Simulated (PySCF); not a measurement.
**Electron correlation in Ir²⁺ (iridium, charge +2)**

[Xe] 4f14 5d6 6p1, one real determinant (an excited configuration). All numbers are calculated (PySCF 2.14, a scalar-relativistic core potential, in def2-TZVPPD with the def2 core potential (60 electrons) (6s5p3d2f1g, 59 functions)). Frozen: 5s2 5p6; 7 electrons correlated.

```json
{"level": "CCSD", "correlation energy (mhartree)": "-120.10"}
{"level": "(T)", "correlation energy (mhartree)": "-3.70"}
{"level": "CCSD(T)", "correlation energy (mhartree)": "-123.80"}
```

Diagnostics: T1 = 0.0070, D1 = 0.0235, largest double amplitude 0.087.

The real determinant used has ⟨L²⟩ near 8 against 12 for a pure F term, so it mixes terms. Spin-orbit coupling, absent here, splits the open shell strongly.

Cost of the coupled-cluster step: roughly 4 core-seconds, for 7 correlated electrons.

Iterations:

```
CC2 = 0
CCSD nocc = (np.int64(6), np.int64(1)), nmo = (55, 55)
frozen orbitals [[0, 1, 2, 3], [0, 1, 2, 3]]
max_cycle = 100
direct = 0
conv_tol = 1e-08
conv_tol_normt = 1e-06
diis_space = 8
diis_start_cycle = 0
Init t2, MP2 energy = -0.112106788762253
Init E_corr(UCCSD) = -0.112106788763938
cycle = 1  E_corr(UCCSD) = -0.117179847495901  dE = -0.00507305873  norm(t1,t2) = 0.0282539
cycle = 2  E_corr(UCCSD) = -0.118198821083332  dE = -0.00101897359  norm(t1,t2) = 0.0165677
cycle = 3  E_corr(UCCSD) = -0.119394838396508  dE = -0.00119601731  norm(t1,t2) = 0.0123945
cycle = 4  E_corr(UCCSD) = -0.119753947218463  dE = -0.000359108822  norm(t1,t2) = 0.00734591
cycle = 5  E_corr(UCCSD) = -0.120026827742425  dE = -0.000272880524  norm(t1,t2) = 0.00435204
cycle = 6  E_corr(UCCSD) = -0.120069586040929  dE = -4.27582985e-05  norm(t1,t2) = 0.00239208
cycle = 7  E_corr(UCCSD) = -0.120108985667569  dE = -3.93996266e-05  norm(t1,t2) = 0.000822652
cycle = 8  E_corr(UCCSD) = -0.120103804156876  dE = 5.18151069e-06  norm(t1,t2) = 0.000292947
cycle = 9  E_corr(UCCSD) = -0.120105121188357  dE = -1.31703148e-06  norm(t1,t2) = 0.000121665
cycle = 10  E_corr(UCCSD) = -0.120104729928176  dE = 3.91260181e-07  norm(t1,t2) = 5.37194e-05
cycle = 11  E_corr(UCCSD) = -0.120104664222501  dE = 6.57056749e-08  norm(t1,t2) = 2.03978e-05
cycle = 12  E_corr(UCCSD) = -0.120104648597213  dE = 1.56252879e-08  norm(t1,t2) = 8.90852e-06
cycle = 13  E_corr(UCCSD) = -0.120104825874681  dE = -1.77277468e-07  norm(t1,t2) = 2.99267e-06
cycle = 14  E_corr(UCCSD) = -0.120104830350402  dE = -4.47572078e-09  norm(t1,t2) = 6.4215e-07
UCCSD converged
E(UCCSD) = -102.3554643568764  E_corr = -0.1201048303504019
UCCSD(T) correction = -0.00369932823147686
```

The reference is one real determinant that mixes LS terms of this configuration.
